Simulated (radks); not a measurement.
Values are calculated unless marked as measured or tabulated.
Q: Species: Co I. Configuration: [Ar] 3d8 5s1 (not the ground configuration). Code: a radial shooting solver on a logarithmic mesh with Libxc functionals. Model: scalar-relativistic Kohn-Sham, r2SCAN, spin-polarised, spherical densities, finite nucleus; open shells are filled with parallel spins first; meta-GGA in the generalised Kohn-Sham scheme; Fermi nuclear charge, rms radius 3.7875 fm. Some entries of the table are withheld. Estimate them.

orbital  occ.  eigenvalue (hartree)  <r^2> (bohr^2)  <r> (bohr)
1s down     1             -279.9507        0.004249     0.05620
1s up       1             -279.9505        0.004249     0.05620
2s up       1             -33.35773         0.07683      0.2551
2s down     1             -33.31149         0.07668      0.2548
2p up       3             -28.50232         0.06215      0.2249
2p down     3             -28.46718         0.06200      0.2247
3s up       1                   (1)          0.6977         (2)
3s down     1                   (3)          0.7010         (4)
3p up       3              -2.51528             (5)      0.8228
3p down     3              -2.41544             (6)      0.8259
3d up       5              -0.35067           1.669       1.108
3d down     3              -0.26236           1.988       1.186
5s up       1              -0.05690           77.70       8.333

A: 
(1) 3s up eigenvalue (hartree): -3.91239
(2) 3s up <r> (bohr): 0.7770
(3) 3s down eigenvalue (hartree): -3.81165
(4) 3s down <r> (bohr): 0.7788
(5) 3p up <r^2> (bohr^2): 0.7999
(6) 3p down <r^2> (bohr^2): 0.8066
